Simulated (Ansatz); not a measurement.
`[OH][W](=[S])(=[S])[Cl]` + NH₃ → `[NH2][W]([OH])(=[S])=[S]` + HCl at 400 K and 1 bar (ligand exchange at a W–Cl bond).

Isolated molecules relaxed with PBE0-D4/def2-TZVP in Ansatz; ΔE leaves out vibrations. CCSD(T)/CBS is the MP2 limit (def2-TZVPP, def2-QZVPP) plus CCSD(T) − MP2 in def2-TZVPP, frozen cores. This one scheme is used for every species. def2 core potentials past Kr. For W outer-core shells are correlated without core-valence functions, which leaves a few kJ/mol of doubt a bond. One conformer a species, not always the lowest.

```
                   species  CCSD(T)/CBS energy (Eh)  H − E (kJ/mol)  S (J/(mol·K))
 `[OH][W](=[S])(=[S])[Cl]`              -1398.25209            79.9          398.8
                       NH₃                -56.50880           104.2          203.1
`[NH2][W]([OH])(=[S])=[S]`               -994.36133           146.2          405.4
                       HCl               -460.38127            29.6          195.4
```

H − E and S are ideal-gas, rigid-rotor, harmonic terms from PBE0-D4/def2-TZVP, for one conformer and one mirror image of each species. 1 Eh = 2625.50 kJ/mol, R = 8.31446 J/(mol·K).

**Question.** By hand: ΔE, ΔH, ΔS and ΔG.

**Answer.** ΔE = (-994.36133) + (-460.38127) − (-1398.25209) − (-56.50880) = 0.01829 Eh = 48.0 kJ/mol. Δ(H − E) = 146.2 + 29.6 − 79.9 − 104.2 = -8.3, so ΔH = 39.7 kJ/mol. ΔS = 405.4 + 195.4 − 398.8 − 203.1 = -1.1 J/(mol·K). ΔG = 39.7 − 400 × (-1.1)/1000 = 40.1 kJ/mol.

**Question.** By hand: the equilibrium constant, and the temperature at which ΔG would vanish if ΔH and ΔS stayed fixed.

**Answer.** log₁₀ K = −ΔG/(RT ln 10) = -5.2. ΔH and −TΔS have one sign here, so there is no such temperature.

The number of gas molecules stays the same, so ΔS is small and ΔH decides. A doubt of 5 kJ/mol in ΔE shifts log₁₀ K by 0.7 here. Other conformers and mirror images would add mixing entropy, several J/(mol·K) or more a flexible species. These are equilibria of isolated gas molecules and say nothing of rates. Largest T1 diagnostic: 0.022 (customary marks: 0.02 for closed shells, 0.045 for open ones).

ΔS is within the doubt of such terms, so its sign, and with it that verdict, could turn.
